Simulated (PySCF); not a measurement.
C₃H₂F₃O (doublet state).
SMILES with atom numbers: `[F:1][C:2]1[O:3][C@@H:4]1[CH:5]([F:6])[F:7]` (hydrogens: H8 on C4; H9 on C5)

Structure used (GFN2-xTB), in Å, numbered top down from 1:
```
atom  x, y, z in Å
F1    -1.7414    1.4953    0.0984
C2    -1.5897    0.2100   -0.2153
O3    -1.3050   -0.6981    0.7353
C4    -0.3320   -0.5175   -0.3067
C5     0.9783    0.1040    0.1323
F6     1.9117   -0.8526    0.3213
F7     1.4574    0.9143   -0.8384
H8    -0.2448   -1.3365   -1.0132
H9     0.8792    0.6871    1.0612
```

The hyperfine couplings belong to this conformer and change with its torsions.

Level of theory: PySCF 2.14.0, UKS B3LYP, pcH-1 on C F H O, non-relativistic, mean-field spin-orbit, GIAO. The structure is a single GFN2-xTB conformer in the gas phase; no vibrational or solvent corrections. A GFN2-xTB geometry isn't a minimum of the functional, and hyperfine couplings can be far from their values at a DFT geometry. The SCF solution wasn't tested for stability.

(1) Break the g tensor into its mass correction, gauge correction and orbital-Zeeman/spin–orbit terms.

(2) What are the electron Larmor frequencies g μB B/h along the three axes at 350 mT?

(3) What effective moment and Curie constant follow for a powder?

(4) At 9.622 GHz, how far is the centre of the isotropic spectrum from where a free electron (g = 2.002319) resonates?

(5) In a frozen sample, at which fields do the three g values resonate at 9.5, 34, 94 and 263 GHz (hyperfine left aside), and which band first spreads them over more than twice a line width of 0.5 mT?

## Answers

(1) 
```
                    Δg (ppm)     1     2     3
relativistic mass correction  -243  -243  -243
            gauge correction    23   -11   -25
   orbital Zeeman/spin–orbit  -269  1856  2816
                       total  -488  1602  2548
```

So g = 2.00183, 2.00392, 2.00487 and g_iso = 2.00354; the tensor is rhombic: the two nearest values differ by 31 % of g3 − g1. 

(2) 9.8063, 9.8166, 9.8212 GHz for g1, g2 and g3, a range of 14.9 MHz.

(3) With the mean of g² = 4.0142 and S(S+1) = 0.75: μ_eff = √(⟨g²⟩S(S+1)) = 1.735 μB and χT = 0.12505·⟨g²⟩·S(S+1) = 0.376 cm³ K/mol (cgs; spin-Hamiltonian part alone).

(4) B = hν/(g μB) with μB/h = 13.99624 MHz/mT gives 343.34 mT for the free electron and 343.13 mT at g_iso, 0.21 mT lower.

(5) 
```json
{"band": "X", "GHz": "9.5", "B(g3) mT": "338.55", "B(g2) mT": "338.71", "B(g1) mT": "339.07", "spread mT": "0.51"}
{"band": "Q", "GHz": "34.0", "B(g3) mT": "1211.66", "B(g2) mT": "1212.23", "B(g1) mT": "1213.50", "spread mT": "1.84"}
{"band": "W", "GHz": "94.0", "B(g3) mT": "3349.89", "B(g2) mT": "3351.47", "B(g1) mT": "3354.97", "spread mT": "5.08"}
{"band": "J", "GHz": "263.0", "B(g3) mT": "9372.57", "B(g2) mT": "9376.99", "B(g1) mT": "9386.78", "spread mT": "14.21"}
```

The spread grows in proportion to the frequency. Q band is the first where it exceeds 1.0 mT.

The largest Mulliken spin populations are on C2 (+0.79), O3 (+0.10) and F1 (+0.08). No atom but C2 exceeds +0.15. The angles at C2 add up to 308.8°, so it is pyramidal.

The HOMO–LUMO gaps are 7.97 eV among the α and 6.38 eV among the β orbitals.
